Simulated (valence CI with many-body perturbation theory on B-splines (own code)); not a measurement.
Values are calculated unless marked as measured or tabulated.
# Hyperfine factors and g values of La XXXVI

Level of theory: valence CI with perturbative core correlation (CI+MBPT): four valence electrons over a frozen Dirac-Fock core [Ar], radial functions for each j: 7 s, 7 p, 8 d, 6 f, 4 g, 1 h, with the one-electron correlation potential Σ1 (screened to all orders), the two-electron term Σ2, the three-electron term Σ3, Breit, model QED; selected single and double excitations, second order for the rest, scaled by the run's own slope (own B-spline code, finite nucleus).

No measured spectrum was set against this ion. As an estimate, large intervals hold to a few tenths of a per cent, small ones and those within an open d or f shell to about a per cent. Only levels of the ground parity were solved; by the run's estimate the other parity begins above the list, which can be wrong where configurations are misplaced.

A/g_I is the dipole constant over the nuclear g factor μ/I (μ in nuclear magnetons, uniformly magnetised nucleus), B/Q the quadrupole constant per barn. Both hold the static response of the core; the bare values leave it out. Large factors of s and p1/2 electrons are usually good to 5 to 10 %; those of open d and f shells near neutrality can be off by tens of per cent, and small factors of p3/2, d and f electrons come from cancelling terms and can be off by a factor of two or in sign, in half-filled shells by more. B is blank for J = 1/2, where it vanishes, and for nearly pure S terms. Energies count from the lowest level. Levels with J = 0 are left out.

Levels are named by their leading jj configuration (3d3/2^4 stands for four electrons in 3d with j = 3/2), which in mixed levels can hold well under half, so a name can repeat and another be missing. Letters in brackets count levels of one name in rising energy.

| Level | E (cm⁻¹) | g | A/g_I (MHz) | A/g_I bare | B/Q (MHz/b) | B/Q bare |
| --- | --- | --- | --- | --- | --- | --- |
| (3d3/2^3 3d5/2) J=1 | 115440 | 1.494 | -1460 | -717 | 8450 | 8580 |
| (3d3/2^3 3d5/2) J=2 | 175200 | 1.356 | 11200 | 11700 | 12000 | 12200 |
| (3d3/2^3 3d5/2) J=4 | 186890 | 1.130 | 22700 | 22900 | -2010 | -2090 |
| (3d3/2^3 3d5/2) J=3 | 200930 | 1.267 | 17800 | 18200 | 5340 | 5420 |
| (3d3/2^2 3d5/2^2) J=4 [a] | 300240 | 1.148 | 19000 | 19300 | -7740 | -7900 |
| (3d3/2^2 3d5/2^2) J=2 [a] | 312660 | 1.040 | 14700 | 14800 | 15100 | 15300 |
| (3d3/2^2 3d5/2^2) J=3 [a] | 317200 | 1.050 | 19100 | 19200 | 4120 | 4190 |
| (3d3/2^2 3d5/2^2) J=5 | 340320 | 1.077 | 21700 | 21900 | 19700 | 20100 |
| (3d3/2^2 3d5/2^2) J=1 | 353490 | 1.217 | 21700 | 22000 | 602 | 598 |
| (3d3/2^2 3d5/2^2) J=6 | 357410 | 1.088 | 22700 | 22900 | 22800 | 23200 |
| (3d3/2^2 3d5/2^2) J=4 [b] | 382500 | 1.028 | 24700 | 24800 | -8870 | -9010 |
| (3d3/2^2 3d5/2^2) J=3 [b] | 390190 | 1.137 | 23000 | 23200 | 7960 | 8100 |
| (3d3/2^2 3d5/2^2) J=2 [b] | 390640 | 1.134 | 20500 | 20800 | 5460 | 5550 |
| (3d3/2 3d5/2^3) J=4 [a] | 452880 | 1.206 | 16000 | 16300 | 10000 | 10200 |
| (3d3/2^2 3d5/2^2) J=2 [c] | 455360 | 1.031 | 29200 | 29300 | -147 | -161 |
| (3d3/2 3d5/2^3) J=3 [a] | 486930 | 1.115 | 14900 | 15100 | 802 | 827 |
| (3d3/2 3d5/2^3) J=5 | 513620 | 1.144 | 18800 | 19000 | -12900 | -13100 |
| (3d3/2^2 3d5/2^2) J=4 [c] | 514870 | 1.112 | 17700 | 17900 | 14500 | 14800 |
| (3d3/2 3d5/2^3) J=1 [a] | 515850 | 0.819 | 25300 | 25100 | 9720 | 9890 |
| (3d3/2 3d5/2^3) J=6 | 521990 | 1.066 | 21600 | 21700 | 26900 | 27400 |
| (3d3/2^2 3d5/2^2) J=2 [d] | 538000 | 1.326 | 16000 | 16500 | -6420 | -6510 |
| (3d3/2 3d5/2^3) J=2 [a] | 570910 | 0.990 | 25100 | 25100 | 19800 | 20100 |
| (3d3/2 3d5/2^3) J=3 [b] | 577350 | 1.085 | 20600 | 20800 | 11600 | 11800 |
| (3d3/2 3d5/2^3) J=3 [c] | 655190 | 1.060 | 23200 | 23300 | 30100 | 30600 |
| (3d3/2 3d5/2^3) J=1 [b] | 659640 | 1.448 | 4500 | 5170 | -13100 | -13400 |
| (3d3/2 3d5/2^3) J=4 [b] | 662820 | 1.033 | 22500 | 22600 | 22200 | 22600 |
| (3d3/2 3d5/2^3) J=2 [b] | 679130 | 1.067 | 22200 | 22400 | -12000 | -12200 |
| (3d5/2^4) J=4 | 701930 | 1.151 | 17100 | 17400 | -21500 | -21900 |
| (3d5/2^4) J=2 | 789990 | 1.008 | 19100 | 19200 | -6580 | -6690 |

**Question.** Take the isotope of mass number 138, with I = 5, μ = 3.7084 μN and Q = 0.39 b. What is the hyperfine structure of (3d3/2^3 3d5/2) J=2?

**Answer.** From the table A = 8310 MHz, B = 4690 MHz. Shifts from the centre of gravity in MHz: F = 3: -97700, F = 4: -66500, F = 5: -26300, F = 6: 23600, F = 7: 84300.
